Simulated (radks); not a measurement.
Fractional charge and spin in the 3p shell of cobalt: the spin-up occupation runs from 2 to 3 and the spin-down occupation from 2 to 3; the fullest corner is Co2+, [Ne] 3s2 3d(up 3.5, down 3.5) 3p(up 3, down 3). Calculated with a radial shooting solver on a logarithmic mesh with Libxc functionals: non-relativistic Kohn-Sham, BLYP, spin-polarised, spherical densities, point nucleus. Energy (eV) minus the two flat planes that join the four corners (they meet along the diagonal where the two added fractions sum to one electron); zero is where a piecewise linear energy would lie.

down \ up,2,2.5,3
2,0.000,-2.684,0.000
2.5,-2.684,0.380,-2.413
3,0.000,-2.413,0.000

Corners above the fullest one (they belong to Co3+ and the next ion): (up 3, down 2) 93.419 eV, (up 2, down 3) 93.419 eV, (up 2, down 2) 208.78 eV. With half an added electron in each spin the energy lies 0.380 eV from the planes, and with half an added electron in spin up alone -2.684 eV. The planes are only a guide here: the flat-plane condition holds for ground states with one frontier orbital, while this shell lies below other occupied shells, so the corners above the fullest one are inner-hole states and not the ground states of those ions.
